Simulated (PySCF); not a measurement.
Gas-phase reaction: 5 HSiNH₂ + SiF₄.NH₃ ⇌ 4 SiHF + SiH₂(NH₂)₂ + Si(NH₂)₄

Energies from PySCF (xtb for GFN2), thermal terms from the rigid-rotor harmonic-oscillator model, ideal gas at 1 bar. † marks an energy on the PBE0/def2-TZVP geometry and frequencies; other levels use their own. MP2 and CCSD(T) freeze the core. 6-31G* has spherical d functions here. All species are closed-shell singlets. B3LYP is the form with VWN-RPA correlation. No R ln 2 is added for the mirror-image form of SiH₂(NH₂)₂. Adducts (SiF₄.NH₃) have no counterpoise correction, and HF, PBE, BLYP, B3LYP and PBE0 lack dispersion. HSiNH₂, SiF₄.NH₃, SiHF, SiH₂(NH₂)₂, Si(NH₂)₄: computed as isolated molecules; such fragments, hydroxides, amides, oligomers or adducts are transient or little studied in the gas. MP2 isn't extrapolated to the basis-set limit; its ΔH°(298 K) is 68.7 kJ in def2-SVP and -11.5 kJ in def2-TZVPP. CCSD(T) isn't extrapolated to the basis-set limit. The harmonic model lacks anharmonicity and excited electronic states, which grow with temperature; levels with a mode under 35 cm⁻¹ are left out. Internal rotation in HSiNH₂, SiF₄.NH₃, SiH₂(NH₂)₂, Si(NH₂)₄ is treated as a harmonic vibration of one conformer, which makes the entropy rough.

| level | ΔE electronic, kJ | ΔH°(298 K), kJ | ΔS°(298 K), J/K | ΔG°(1400 K), kJ |
|---|---|---|---|---|
| B3LYP/6-31G* | 98 | 77 | 10 | 48 |
| CCSD(T)/def2-SVP† | 103 | 81 | 15 | 43 |
| GFN2-xTB | -248 | -251 | -15 | -231 |
| HF/6-31G* | 40 | 16 | 10 | -14 |
| MP2/def2-SVP† | 91 | 69 | 15 | 31 |
| MP2/def2-TZVPP† | 10 | -12 | 15 | -50 |
| PBE/def2-SVP | 114 | 94 | 12 | 60 |
| PBE0/def2-SVP† | 98 | 76 | 15 | 38 |
| PBE0/def2-TZVP | 31 | 10 | 15 | -29 |
| LDA/def2-TZVP† | 62 | 40 | 15 | 2 |
ΔH° is lowest at GFN2-xTB and highest at PBE/def2-SVP. No reference value is set beside these.
